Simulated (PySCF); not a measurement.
H₂O₄S.

```xyz
7

O     -0.6940    -1.0463     0.8623
S      0.0000     0.0000    -0.1678
O      1.0918    -0.6696    -0.8360
O     -1.0918     0.6696    -0.8360
O      0.6940     1.0463     0.8623
H     -0.0232    -1.6981     1.1318
H      0.0232     1.6981     1.1318
```

Coordinates come from a B3LYP-D3(BJ)/def2-SVP optimisation. Other conformers were not sampled.

Level of theory: HF/pcSseg-1 in PySCF. Non-relativistic, no solvent.

Computed absolute GIAO shielding of each atom: isotropic value and principal components (ppm):
| atom | σ(iso) | σ11 | σ22 | σ33 | span |
|---|---|---|---|---|---|
| O1 | 140.4 | 39.1 | 91.3 | 290.8 | 251.8 |
| S2 | 186.7 | 57.5 | 119.5 | 383.0 | 325.5 |
| O3 | 128.7 | 81.7 | 126.6 | 177.7 | 96.1 |
| O4 | 128.7 | 81.7 | 126.6 | 177.7 | 96.1 |
| O5 | 140.4 | 39.1 | 91.3 | 290.8 | 251.8 |
| H6 | 26.1 | 20.4 | 21.8 | 36.2 | 15.8 |
| H7 | 26.1 | 20.4 | 21.8 | 36.2 | 15.8 |
